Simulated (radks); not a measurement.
Results of a calculation; reference values are marked as such.
Species: the oxygen ion O+. Configuration: [He] 2s2 2p(up 3, down 0).

Code: a radial shooting solver on a logarithmic mesh with Libxc functionals. Model: scalar-relativistic Kohn-Sham, PBE, spin-polarised, spherical densities, point nucleus.

Energy parts (hartree):
| part | energy |
|---|---|
| total | -74.55522 |
| kinetic | 74.49570 |
| electron-nucleus | -173.00551 |
| Hartree | 31.97379 |
| exchange-correlation | -8.01920 |

Orbitals (lengths in bohr, moments of r in powers of bohr; r(max) is where P^2 peaks):
orbital,occ.,eigenvalue (hartree),r(max)
1s up,1,-19.60172,0.1292
1s down,1,-19.52171,0.1290
2s up,1,-1.52778,0.8493
2s down,1,-1.31144,0.8641
2p up,3,-0.96878,0.7736
2p down,0,-0.75706,0.8015

The highest occupied level is 2p up at -26.362 eV. Summed over all electrons, <r^2> = 7.469 bohr^2, which gives a Langevin (diamagnetic) susceptibility term of -5.92 x 10^-6 cm^3/mol. The density falls to 0.001 e/bohr^3 at r = 2.85 bohr.
